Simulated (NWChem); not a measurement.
Molecule: GeN$_{2}$H$_{4}$, singlet; SMILES [NH2][Ge][NH2]

```xyz
7

Ge     0.0000     0.0000    -0.4561
N      1.3844     0.0000     0.7660
H      2.3478     0.0000     0.4568
H      1.3024     0.0000     1.7767
N     -1.3844     0.0000     0.7660
H     -1.3024     0.0000     1.7767
H     -2.3478     0.0000     0.4568
```
Atoms are numbered in this order, from 1.

Level: B3LYP/6-31G* (spherical d) (NWChem), optimised geometry, unscaled harmonic frequencies. Low-valent species are run as closed-shell singlets; no triplet was tried in these runs.

```tsv
frequency (cm⁻¹)	IR intensity (km/mol)
128	0.0
248	0.5
257	490.3
354	0.0
494	2.1
652	55.8
659	32.1
672	43.7
807	72.7
1585	36.4
1611	18.7
3541	0.7
3546	10.4
3663	5.8
3665	23.8
```

| Property | Value |
|---|---|
| zero-point energy | 31.3 kcal/mol |
| thermal correction to the enthalpy at 298.15 K (with zero-point energy) | 35.3 kcal/mol |
| heat capacity Cv | 17.7 cal/(mol K) |
| entropy at 298.15 K and 1 atm (symmetry number 2) | 72.0 cal/(mol K) |
| dipole moment | 1.78 D |

Rigid rotor and harmonic oscillator.
